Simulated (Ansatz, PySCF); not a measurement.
This PySCF input computes a CCSD(T)/cc-pVDZ energy:

```python
from pyscf import gto, scf, mp, cc as ccmod

mol = gto.M(
    atom='''
    C     0.02588439    0.01144456   -1.23030756
    C     0.01695385    0.00512397    0.11335967
    C     0.11826473    0.03420598    1.38645749
    H    -0.96661781   -0.30464710   -1.61705762
    ''',
    basis='cc-pvdz',
    charge=-1,
    spin=0,
    verbose=4,
)

mf = scf.RHF(mol)
mf.conv_tol = 1e-10
mf.max_cycle = 100
mf.kernel()
mp2 = mp.MP2(mf, frozen=3).run()
cc = ccmod.CCSD(mf, frozen=3)
cc.max_cycle = 100
cc.kernel()
et = cc.ccsd_t()
print(f'E(CCSD(T)) = {cc.e_tot + et:.9f}')
```

Question: Write an input for the same energy in Ansatz (a first-principles code) and say what it gives.

Answer: 
Ansatz 0.2 input:
```yaml
crystal:
  periodic: [false, false, false]
  atoms:
    - {symbol: C, position_ang: [0.02588439, 0.01144456, -1.23030756]}
    - {symbol: C, position_ang: [0.01695385, 0.00512397, 0.11335967]}
    - {symbol: C, position_ang: [0.11826473, 0.03420598, 1.38645749]}
    - {symbol: H, position_ang: [-0.96661781, -0.30464710, -1.61705762]}
basis:
  gaussian:
    orbitals: cc-pVDZ
total_charge: -1
magnetization: {spin_polarized: false}
correlation: {method: ccsd_t, electrons: outside_noble_gas}
```
It gives -114.39761 Eh, and PySCF -114.39762 Eh, a difference of 0.01 mEh.

It need not be the lowest isomer of its formula.
